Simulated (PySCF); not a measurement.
Vertical excitations of a molecule C₃H₁₁FSi₂ from TDA-B3LYP/def2-SVPD run with PySCF 2.14.0, as energy in eV (oscillator strength): 5.95 (0.031), 6.65 (0.012), 6.94 (0.017), 7.24 (0.010), 7.32 (0.011), 7.46 (0.073). Lowest triplet (TDA): 5.31 eV. Coordinates come from a B3LYP-D3(BJ)/def2-SVP optimisation. Other conformers were not sampled.

Task: Identify the compound among the candidates.
A. C[SiH2][Si@H](C)CF
B. C[SiH2][SiH2][C@@H](C)F
C. CC[Si@](C)(F)[SiH3]
D. CC(C)[SiH2][SiH2]F

Result: D, CC(C)[SiH2][SiH2]F
